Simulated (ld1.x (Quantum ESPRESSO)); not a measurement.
## Before and after: RRKJ potential for scandium (Sc)

ld1.x (Quantum ESPRESSO) 7.5 input, shortened:

```
&input
   title='Sc', zed=21., rel=1, dft='PBESOL', iswitch=3,
   config='[Ar] 3d1 4s2 4p0'
 /
 &inputp
   pseudotype=2, tm=.false., lloc=0,
   nlcc=.true., new_core_ps=.true., rcore=1.10
 /
3
3P  2  1   6.00   0.00  1.20  1.20  0.0
3D  3  2   1.00   0.00  1.80  1.80  0.0
4S  1  0   2.00   0.00  2.95  2.95  0.0
 &test
   configts(1)='3p6 3d1 4s2 4p0'
 /
```

Change: wave 4s (bound): rc 2.95 bohr becomes 4s (bound): rc 3.38 bohr.

Cutoffs: the cutoffs (Ry, on a coarse ladder) from which the occupation-weighted sum of valence levels, in a spherical-Bessel basis at the reference potential, stays within 10 and 1 mRy of its value at 400 Ry; they do not see the model core or the augmentation charge, which bear on the density cutoff. Errors are all-electron minus pseudo energies relative to the spin-unpolarised reference configuration.

Q: What does the change do?

A: The potential gets neither clearly harder nor softer (90 Ry and 110 Ry → 90 Ry and 110 Ry); of the 7 tests that both files solve, the error grows in 2 and shrinks in 1 by more than 15 % and 0.3 meV (median size 25.8 → 32.7 meV); neither file shows a bound ghost at the reference potential, the only one tested.

```csv
quantity,base,changed
"cutoff, loose",90 Ry,90 Ry
"cutoff, tight",110 Ry,110 Ry
bound ghosts,none,none
"error for 3p6 3d1 4s1 4p0, meV [ΔE 6.90 eV]",-2.7,-2.5
"error for 3p6 3d1 4s0 4p0, meV [ΔE 19.55 eV]",-26,-33
"error for 3p6 3d0 4s0 4p0, meV [ΔE 44.37 eV]",+20,-30
"error for 3p6 3d0 4s2 4p0, meV [ΔE 8.40 eV]",-71,-38
"error for 3p6 3d1 4s1.5 4p0, meV [ΔE 2.76 eV]",-0.6,-0.4
"error for 3p6 3d0 4s2 4p1, meV [ΔE 3.49 eV]",-834,-815
"error for 3p6 3d1 4s1 4p1, meV [ΔE 2.79 eV]",-479,-480
```

Base: These tests converged, but a pseudo level misses the all-electron one widely, so the file describes the atom poorly there or has found another state: 3p6 3d0 4s0 4p0: empty 4p by 2.5 eV. Changed file: These tests converged, but a pseudo level misses the all-electron one widely, so the file describes the atom poorly there or has found another state: 3p6 3d0 4s0 4p0: empty 4p by 2.5 eV.
